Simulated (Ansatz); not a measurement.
Start from `[NH2][Ta](=[O])([Cl])[Cl]` and change one element to get `[NH2][V](=[O])([Cl])[Cl]`.

Ansatz, PBE0-D4/def2-TZVP geometries, multiplicity 1. Each molecule was computed in one conformer, which needn't be the lowest.

Elements past krypton have def2 core potentials. Scalar relativity is left out up to krypton.

| property | `[NH2][Ta](=[O])([Cl])[Cl]` |
| --- | --- |
| ideal-gas entropy at 298 K and 1 bar (rigid rotor, harmonic PBE0-D4/def2-TZVP) / J/(mol·K) | 371 |
| HOMO energy (ωB97M-V/def2-TZVPP) / eV | -11.07 |
| HOMO–LUMO gap (PBE0/def2-TZVPP) / eV | 6.88 |
| size of the dipole moment (B3LYP/def2-TZVPP) / D | 3.59 |
| size of the dipole moment (ωB97M-V/def2-TZVPP) / D | 3.59 |
| zero-point energy (PBE0-D4/def2-TZVP) / kJ/mol | 82.1 |

Task: Give the same properties after the change, and the shifts. (An estimate is asked.)

Result: Computed: 
```
                                                                                  property  `[NH2][V](=[O])([Cl])[Cl]`  shift
ideal-gas entropy at 298 K and 1 bar (rigid rotor, harmonic PBE0-D4/def2-TZVP) / J/(mol·K)                         351    -20
                                                     HOMO energy (ωB97M-V/def2-TZVPP) / eV                      -10.87   0.20
                                                      HOMO–LUMO gap (PBE0/def2-TZVPP) / eV                        5.27  -1.61
                                          size of the dipole moment (B3LYP/def2-TZVPP) / D                        3.48  -0.11
                                        size of the dipole moment (ωB97M-V/def2-TZVPP) / D                        3.53  -0.06
                                            zero-point energy (PBE0-D4/def2-TZVP) / kJ/mol                        85.2    3.1
```

With PBE0 the HOMO rises by 0.11 eV and the LUMO falls by 1.50 eV, so the gap narrows by about 1.61 eV. PBE moves the HOMO by 0.05 eV and ωB97M-V by 0.20 eV. Dipoles are sizes alone; their direction can turn.

Positive LUMOs are unbound, so they and the gaps depend on the basis.

B3LYP here is the variant with VWN-RPA as its local correlation; programs differ in this.
